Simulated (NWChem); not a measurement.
Molecule: AlHBrF; SMILES [F][AlH][Br]

```xyz
4

Al    -0.5472    -1.1053     0.0000
H     -2.0519    -1.5400     0.0000
F      0.6368    -2.2677     0.0000
Br     0.0981     1.0376     0.0000
```
Atoms are numbered in this order, from 1.

All runs: NWChem. Coordinates come from a PBE0/def2-SVP optimisation.

Question: What does the run give for B3LYP/def2-TZVP? Quantities: highest occupied level (eV); orbital gap (eV); dipole (D).

Answer: 
| Property | Result |
|---|---|
| highest occupied level (eV) | -8.62 |
| orbital gap (eV) | 7.09 |
| dipole (D) | 1.23 |
